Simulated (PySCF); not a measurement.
Compound: C5H12N2Si.
Numbering: `[CH2:1]=[CH:2]/[CH:3]=[N:4]/[NH:5][SiH:6]([CH3:7])[CH3:8]` (hydrogens: H9, H10 on C1; H11 on C2; H12 on C3; H13 on N5; H14 on Si6; H15, H16, H17 on C7; H18, H19, H20 on C8)

Theory: PBE0/6-31G* geometry optimisation, gas phase (PySCF).

**Question.** What internal coordinates does the optimisation give?

**Answer.** 
```tsv
bond	length (Å)
C1=C2	1.339
C2–C3	1.448
C3=N4	1.286
N4–N5	1.351
N5–Si6	1.767
Si6–C7, Si6–C8	1.879
C1–H9	1.088
C1–H10	1.085
C2–H11	1.089
C3–H12	1.098
N5–H13	1.011
Si6–H14	1.494
C7–H15 and 5 like bonds	1.096
```

Bonds in one row agree within 0.01 Å and their mean is given. A selection of angles:
```tsv
angle	degrees
C2–C1–H9	121.6
C2–C1–H10	121.6
H9–C1–H10	116.8
C1–C2–C3	124.1
C1–C2–H11	120.7
C3–C2–H11	115.2
C2–C3–N4	119.6
C2–C3–H12	117.7
N4–C3–H12	122.8
C3–N4–N5	119.4
N4–N5–Si6	131.3
N4–N5–H13	110.1
Si6–N5–H13	118.6
N5–Si6–C7	112.5
N5–Si6–C8	104.5
N5–Si6–H14	108.9
C7–Si6–C8	111.5
C7–Si6–H14	108.7
C8–Si6–H14	110.7
Si6–C7–H15	110.6
H15–C7–H16	108.0
Si6–C8–H20	110.4
```

Torsions: C1–C2–C3–N4 -179° (antiperiplanar); C2–C3–N4–N5 180° (antiperiplanar); C3–N4–N5–Si6 1° (synperiplanar); N4–N5–Si6–C7 67° (synclinal). The mirror-image conformer, all signs reversed, is as good.

Of the pairs four or more bonds apart, Si6···H12 is among the closest relative to their van der Waals radii: 2.75 Å, 83 % of the sum of Bondi's values. The C–C distances run from 1.339 Å (C1=C2, drawn double) to 1.448 Å (C2–C3, drawn single), a spread of 0.109 Å. Si6 (SiH silicon) is distorted tetrahedral (angles from 104.5° to 112.5°). N5 (silicon-bound nitrogen) is planar (angles 131.3°, 118.6° and 110.1°, sum 360.0°, 0.00 Å off the plane of its three neighbours).

Point group: C1 (no symmetry element, even within 0.4 Å). No PBE0/6-31G* frequencies stand behind this structure, so it isn't proved a minimum. One conformer, not necessarily the lowest.

The run took 2.6 min of wall time on an Arm Neoverse V1 with one thread, shared host with 32 logical CPUs at a one-minute load of 10, and the process peaked at 0.62 GiB of memory. This is the geometry optimisation.
